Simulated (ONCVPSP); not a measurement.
Cs, ONCV: configuration errors across variants

| Quantity | Value |
| --- | --- |
| Element | caesium |
| Generator | ONCVPSP 4.0.1 |
| Type | optimised norm-conserving Vanderbilt (ONCV) |
| Functional | PBE |
| Relativity | fully relativistic |
| Frozen core | [Kr] 4d10 |
| Valence charge | 9 |
| Reference configuration | 5s2 5p6 5d0.5 6s0.5 |
| Partial waves | 5s+6s: rc 3.25 bohr, ncon 3, nbas 8, qcut 4.2 1/bohr, 3 projectors, debl 3.4 Ha; 5p: rc 3.00 bohr, ncon 5, nbas 9, qcut 4.8 1/bohr, 2 projectors, debl 3.8 Ha; 5d: rc 3.95 bohr, ncon 3, nbas 6, qcut 2 1/bohr, 1 projector |
| Local potential | polynomial inside 1.95 bohr (lpopt 5, dvloc0 1 Ha) |
| Core correction | Teter function, fcfact 4.75, rcfact 1.7 |

Open shells are filled in proportion to 2j + 1.

All-electron excitation energies from the reference (eV): (1) 5s2 5p6 5d0 6s1 -0.843; (2) 5s2 5p6 5d0 6s0 3.020; (3) 5s2 5p6 5d0 6s0.5 0.628; (4) 5s2 5p6 5d1 6s0 0.829.

Errors AE − PS in meV (a dash: test not solved or not reliable):

```json
{"change": "base", "(1)": "-0.2", "(2)": "-1.3", "(3)": "+0.2", "(4)": "+0.1", "bound ghosts": "none", "GHOST(+) flags above zero": "s, d5/2, d3/2"}
{"change": "p: rc 2.12", "(1)": "-0.2", "(2)": "-1.1", "(3)": "+0.3", "(4)": "+0.1", "bound ghosts": "none", "GHOST(+) flags above zero": "s, d5/2, d3/2"}
{"change": "p: rc 2.38", "(1)": "-0.2", "(2)": "-1.3", "(3)": "+0.2", "(4)": "+0.1", "bound ghosts": "none", "GHOST(+) flags above zero": "s, d5/2, d3/2"}
{"change": "p: rc 2.64", "(1)": "-0.2", "(2)": "-1.3", "(3)": "+0.2", "(4)": "+0.1", "bound ghosts": "none", "GHOST(+) flags above zero": "s, d5/2, d3/2"}
{"change": "p: rc 2.92", "(1)": "-0.2", "(2)": "-1.3", "(3)": "+0.2", "(4)": "+0.1", "bound ghosts": "none", "GHOST(+) flags above zero": "s, d5/2, d3/2"}
{"change": "p: rc 3.26", "(1)": "-0.2", "(2)": "-1.1", "(3)": "+0.2", "(4)": "+0.1", "bound ghosts": "none", "GHOST(+) flags above zero": "s, d5/2, d3/2"}
{"change": "p: rc 3.72", "(1)": "-0.2", "(2)": "-1.1", "(3)": "+0.2", "(4)": "+0.1", "bound ghosts": "none", "GHOST(+) flags above zero": "s, d5/2, d3/2"}
{"change": "p: rc 4.12", "(1)": "-0.2", "(2)": "-3.0", "(3)": "0.0", "(4)": "+0.1", "bound ghosts": "none", "GHOST(+) flags above zero": "s, p3/2, d5/2, p1/2, d3/2"}
{"change": "p: rc 4.36", "(1)": "-0.2", "(2)": "-6.8", "(3)": "-0.5", "(4)": "+0.1", "bound ghosts": "none", "GHOST(+) flags above zero": "s, p3/2, d5/2, p1/2, d3/2"}
```

Give the same row for: p: rc 3.56.

-0.2, -1.1, +0.2, +0.1; bound ghosts: none; GHOST(+) flags above zero: s, d5/2, d3/2.
